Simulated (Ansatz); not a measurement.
Compare A (`BCN=C=C`) with its isomer B (`CB1N=C1C`).

Isolated molecules relaxed with PBE0-D4/def2-TZVP in Ansatz; ΔE leaves out vibrations. CBS: MP2 limit from def2 TZ/QZ plus the TZ coupled-cluster correction, frozen cores. Functionals use def2-TZVPP. B3LYP here is the variant with VWN-RPA as its local correlation; programs differ in this. One conformer a species, not always the lowest.

A:

```xyz
11

B    -1.3229    0.1047   -1.6558
C    -0.9942   -0.4375   -0.2377
N    -0.3290    0.4841    0.6586
C     0.8211    0.3794    1.0220
C     2.0536    0.3380    1.4596
H    -1.8527   -0.6448   -2.4231
H    -1.0789    1.2265   -1.9822
H    -0.4609   -1.3974   -0.3277
H    -1.9718   -0.6998    0.1977
H     2.8476    0.8179    0.9037
H     2.2880   -0.1709    2.3849
```

B:

Z-matrix (Å, degrees):
```
C
B 1 1.545
H 1 1.092 2 112.5
H 1 1.096 2 108.9 3 119.2
H 1 1.092 2 112.1 3 -123.4
N 2 1.430 1 144.9 3 -17.5
C 2 1.452 1 161.3 3 166.1
C 7 1.471 2 166.0 1 -3.2
H 8 1.093 7 109.7 2 59.0
H 8 1.092 7 111.4 2 -179.3
H 8 1.093 7 109.7 2 -57.6
```

Task: Which isomer does CCSD(T)/CBS put lower? Give the gap. (Estimate.)

Result: The calculation gave: B, by 180.2 kJ/mol.

Task: Give E(B) − E(A) in kJ/mol with ωB97M-V, HF/def2-TZVPP, CCSD(T)/def2-TZVPP, B3LYP, PBE0-D4, B3LYP-D4, B2PLYP. (An estimate is asked.)

Result: The calculation gave: ωB97M-V -184.9, HF/def2-TZVPP -175.7, CCSD(T)/def2-TZVPP -178.5, B3LYP -161.3, PBE0-D4 -183.4, B3LYP-D4 -160.9, B2PLYP -169.8. None reverses the order clearly.

Task: Does the order hold for the free energy at 298.15 K (harmonic terms from PBE0-D4)? (Estimate.)

Result: The calculation gave: Yes: G(B) − G(A) = -169.3 kJ/mol, for one conformer each. Modes under 60 cm⁻¹, often nearly free rotors, make the harmonic entropy too high.

Largest T1 diagnostic: 0.013.

From BLYP to BHLYP (50 % exact exchange), in def2-TZVPP and without D4, E(B) − E(A) moves by −27.2 kJ/mol. At CCSD(T), def2-SVP lies −8.4 kJ/mol from the extrapolated value and def2-TZVPP +1.7 kJ/mol.
